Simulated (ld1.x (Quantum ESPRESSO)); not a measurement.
## What the settings do to the TM semilocal potential of promethium (Pm)

Base potential:

Pm (Z = 61), norm-conserving Troullier–Martins (semilocal form), made with ld1.x (Quantum ESPRESSO) 7.5 (PBEsol, scalar-relativistic). Core [Kr] 4d10, reference 4f5 5s2 5p6 5d0 6s2 6p0. Waves: 5s (bound): rc 1.75 bohr; 5p (bound): rc 1.90 bohr; 4f (bound): rc 0.95 bohr; 5d (bound, empty): rc 3.35 bohr. Local part: the d channel. Core correction: none.

Occupied shells without a wave of their own: 6s. They enter only through the test configuration that unscreens the potential.

All-electron outer shells of the reference configuration (PBEsol, scalar-relativistic, ld1.x):

| shell | level (eV) | outermost node (bohr) | outermost maximum (bohr) |
| --- | --- | --- | --- |
| 4p | -236.42 | 0.31 | 0.58 |
| 4d | -122.65 | 0.29 | 0.60 |
| 5s | -41.90 | 0.70 | 1.29 |
| 5p | -22.68 | 0.75 | 1.46 |
| 6s | -3.56 | 1.73 | 3.72 |
| 4f | -2.19 | – | 0.64 |
| 5d | -1.82 | 0.86 | 2.20 |
| 6p | -1.20 | 2.09 | 4.96 |

Cutoffs, loose and tight: the cutoffs (Ry, on a coarse ladder) from which the occupation-weighted sum of valence levels, in a spherical-Bessel basis at the reference potential, stays within 10 and 1 mRy of its value at 400 Ry. They do not see the model core or the augmentation charge, which bear on the density cutoff. Test errors are all-electron minus pseudo excitation energies from the reference, over the configurations 4f5 5s2 5p6 5d0 6s1 6p0; 4f5 5s2 5p6 5d0 6s0 6p0; 4f4 5s2 5p6 5d0 6s0 6p0; 4f5 5s2 5p6 5d1 6s0 6p0; 4f5 5s1 5p6 5d0 6s2 6p0; 4f4 5s2 5p6 5d1 6s1 6p0; 4f5 5s2 5p6 5d0 6s1.5 6p0. A dash means not determined; rows that change the core or the reference have their own tests.

Cutoffs are not given where the Bessel-basis levels miss the radial ones by over 6 mRy, ghosts where they miss by over 20 mRy; a channel whose overlap is not positive is not tested.

A semilocal file is local in each channel, so a ghost entry of none says nothing of the separable form that plane-wave codes build from it.

| change | outcome | cutoff, loose | cutoff, tight | bound ghosts | largest test error (meV) |
| --- | --- | --- | --- | --- | --- |
| base | generated | – | – | none | -771 |
| all radii scaled by about 0.74 (s 1.30, p 1.40, d 2.48, f 0.70 bohr) | generated | over 300 Ry | over 300 Ry | none | -275 |
| all radii scaled by about 0.83 (s 1.46, p 1.58, d 2.78, f 0.78 bohr) | generated | – | – | none | -291 |
| all radii scaled by about 0.92 (s 1.60, p 1.74, d 3.06, f 0.88 bohr) | generated | – | – | none | -395 |
| all radii scaled by about 1.07 (s 1.88, p 2.04, d 3.58, f 1.02 bohr) | generated, misses its reference levels by 0.21 eV | 300 Ry | over 300 Ry | none | -1335 |
| all radii scaled by about 1.17 (s 2.04, p 2.22, d 3.92, f 1.12 bohr) | generated, misses its reference levels by 0.38 eV | 260 Ry | 300 Ry | none | -2321 |
| all radii scaled by about 1.21 (s 2.12, p 2.30, d 4.06, f 1.14 bohr) | generated, misses its reference levels by 0.45 eV | 260 Ry | 300 Ry | none | -2753 |
| all radii scaled by about 1.28 (s 2.24, p 2.44, d 4.30, f 1.22 bohr) | generated, misses its reference levels by 0.75 eV | 230 Ry | 260 Ry | none | -4523 |
| all radii scaled by about 1.38 (s 2.42, p 2.62, d 4.62, f 1.30 bohr) | generated, misses its reference levels by 1.10 eV | 200 Ry | 300 Ry | none | no test is counted, since the test run did not reproduce the reference configuration |

Reading the sweep of the scale of all radii (base = 1) (base included, trends over the rows without a ghost): The loose cutoff falls from 300 Ry at 1.07 to 200 Ry at 1.38. A larger radius leaves more room for a smooth pseudo-wave, so fewer plane waves are needed; a smaller one forces it to follow the all-electron wave where it bends sharply. The median size of the test errors (rows with all tests solved) rises from 95.3 meV at 0.74 to 1323.2 meV at 1.28. More of the atom is replaced by a form fitted at one configuration, so other configurations suffer as the radius grows.
